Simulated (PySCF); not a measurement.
## Worked example: entropy of an ideal gas

SiHF₃, SMILES F[SiH](F)F.

Coordinates come from a B3LYP-D3(BJ)/def2-SVP optimisation.

PySCF with B3LYP-D3(BJ)/def2-SVP gives the harmonic wavenumbers 292, 292, 406, 835, 835, 842, 1004, 1004, 2375 cm⁻¹ and the rotational temperatures 0.3303, 0.3303, 0.1899 K. The molar mass is 86.09 g/mol, the symmetry number 3, the spin multiplicity 1.

Question: Work out the entropy at 298.15 K and 1 atm in the rigid-rotor, harmonic-oscillator model.

Answer: 
Translation (Sackur–Tetrode at 1 atm): S = R[1.5 ln M + 2.5 ln T − 1.16487] = 164.3 J/(mol K).
Rotation: q = (√π/σ) T^1.5/√(θA θB θC) = 21100, S = R[ln q + 3/2] = 95.3 J/(mol K).
Vibration: with u = 1.4388 ν/T, each mode gives R[u/(e^u − 1) − ln(1 − e^−u)]:
```tsv
ν (cm⁻¹)	modes	u	S (J/(mol K))
292	2	1.41	12.24
406	1	1.96	3.94
835	2	4.03	1.51
842	1	4.06	0.74
1004	2	4.84	0.77
```
The stiffer modes add less than 0.005 each. Sum 19.2 J/(mol K).
Spin: R ln 1 = 0.0 J/(mol K).
Total 278.8 J/(mol K); the program's own thermochemistry gives 278.8. Translation makes up 59 % and vibration 7 %. Anharmonicity, hindered rotation and orbital degeneracy are left out.
